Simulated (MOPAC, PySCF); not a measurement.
CH3NSi2, SMILES `[N+](#[C-])[Si][SiH3]` (lower singlet), neutral singlet in the gas phase. This singlet lies 0.90 eV below the relaxed triplet at the level frozen-core CCSD(T)/cc-pVTZ // PBE0-D3(BJ)/def2-TZVP (Ansatz).

Cartesian coordinates (Å):
SMILES: [C-]#[N+][Si][SiH3]
```xyz
7

C      2.7406     0.8168     0.2061
N      1.9339    -0.0228     0.0197
Si     0.8982    -1.4061    -0.2811
Si    -1.0899    -0.0709    -0.0255
H     -1.0867     0.5316     1.3372
H     -1.0621     1.0192    -1.0408
H     -2.3340    -0.8677    -0.2020
```
Charge 0, spin multiplicity 1.

All levels are single points at this geometry (PBE0-D3(BJ)/def2-TZVP); Pople sets use spherical d functions. Orbital energies aren't observables, and empty levels follow the basis.

B3LYP/3-21G in PySCF gives gap (eV) = 2.79.

### Question
Estimate the gap (eV) from each of these levels: PBE-D3(BJ)/def2-TZVP in PySCF; PBE0-D3(BJ)/def2-TZVP in PySCF; B3LYP/6-311+G** in PySCF; B3LYP/6-31G* in PySCF; B3LYP/LANL2DZ in PySCF; M06-2X/6-31G* in PySCF; SVWN5/6-31G* in PySCF; HF/3-21G in PySCF; HF/STO-3G in PySCF; PM3 in MOPAC; PM6 in MOPAC; PM7 in MOPAC.

### Answer

| level | gap (eV) |
|---|---|
| PBE-D3(BJ)/def2-TZVP in PySCF | 1.39 |
| PBE0-D3(BJ)/def2-TZVP in PySCF | 3.17 |
| B3LYP/6-311+G** in PySCF | 2.83 |
| B3LYP/6-31G* in PySCF | 2.84 |
| B3LYP/LANL2DZ in PySCF | 2.78 |
| M06-2X/6-31G* in PySCF | 4.96 |
| SVWN5/6-31G* in PySCF | 1.32 |
| HF/3-21G in PySCF | 8.41 |
| HF/STO-3G in PySCF | 10.67 |
| PM3 in MOPAC | 5.67 |
| PM6 in MOPAC | 4.99 |
| PM7 in MOPAC | 8.23 |
